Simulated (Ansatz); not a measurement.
The same redistribution along the group B, Al, Ga, In.

Calculated with Ansatz (gas phase, PBE0-D4/def2-TZVP geometries, no zero-point term in ΔE). CCSD(T)/CBS is the MP2 limit (def2-TZVPP, def2-QZVPP) plus CCSD(T) − MP2 in def2-TZVPP, frozen cores. Functionals use def2-TZVPP. Elements past krypton have def2 core potentials. For Ga, In, Se outer-core shells are correlated without core-valence functions, which leaves a few kJ/mol of doubt a bond. Scalar relativity is left out up to krypton. Each species was taken in one conformer, which may not be the lowest.

```json
{"reaction": "`NB(F)F` + `CSC[SeH]` → `CSB(F)F` + `NC[SeH]`", "B2PLYP (eV)": "0.93"}
{"reaction": "`[NH2][Al]([F])[F]` + `CSC[SeH]` → `C[S][Al]([F])[F]` + `NC[SeH]`", "B2PLYP (eV)": "0.32"}
{"reaction": "`[NH2][Ga]([F])[F]` + `CSC[SeH]` → `C[S][Ga]([F])[F]` + `NC[SeH]`", "B2PLYP (eV)": "-0.06"}
{"reaction": "`[NH2][In]([F])[F]` + `CSC[SeH]` → `C[S][In]([F])[F]` + `NC[SeH]`", "B2PLYP (eV)": "-0.37"}
```

(1) Give the CCSD(T)/CBS values in the same order. (An estimate is asked.)

Largest T1 diagnostic: 0.016, for `[NH2][In]([F])[F]`.

Results:

(1) Ansatz gave: 0.95, 0.34, -0.01, -0.32 eV.
